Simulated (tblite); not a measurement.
C5H3FNP3.
SMILES with atom numbers: `[CH3:1][c:2]1[p:3][c:4]([F:5])[p:6][c:7]([C:8]#[N:9])[p:10]1` (hydrogens: H11, H12, H13 on C1)

Structure optimised with GFN2-xTB, isolated species.

Problem. What internal coordinates does the optimisation give?

Solution. 
```tsv
bond	length (Å)	order
C1–C2	1.510	single
C2–P3	1.742	aromatic
P3–C4	1.743	aromatic
C4–F5	1.367	single
C4–P6	1.736	aromatic
P6–C7	1.752	aromatic
C7–C8	1.411	single
C8≡N9	1.148	triple
C7–P10	1.752	aromatic
C2–P10	1.744	aromatic
C1–H11, C1–H12, C1–H13	1.090	single
```

Bonds in one row agree within 0.01 Å and their mean is given. Orders are formal, as drawn. A selection of angles:
```tsv
angle	degrees
C2–C1–H11	110.3
C2–C1–H12	111.2
H11–C1–H12	107.4
H12–C1–H13	108.7
C1–C2–P3	113.6
C1–C2–P10	113.3
P3–C2–P10	133.2
C2–P3–C4	104.4
P3–C4–F5	110.4
P3–C4–P6	138.7
F5–C4–P6	110.9
C4–P6–C7	101.9
P6–C7–C8	112.6
P6–C7–P10	135.5
C8–C7–P10	111.8
C7–C8–N9	179.8
C2–P10–C7	106.3
```

The 6-membered ring C2–P3–C4–P6–C7–P10 has internal angles of 101.9° to 138.7°; it is planar, 0.00 Å rms from its mean plane, widest ring torsion 1°. The 10 heavy atoms lie in one plane (0.007 Å rms). The 2 C–C bonds span 1.411 Å (C7–C8, drawn single) to 1.510 Å (C1–C2, drawn single), a spread of 0.099 Å. P3 (phosphorus bonded to 2 C) is bent (angle 104.4°).

GFN2-xTB frequencies show an imaginary mode (32i cm⁻¹), so the point is no minimum at that level.

These are computed values.
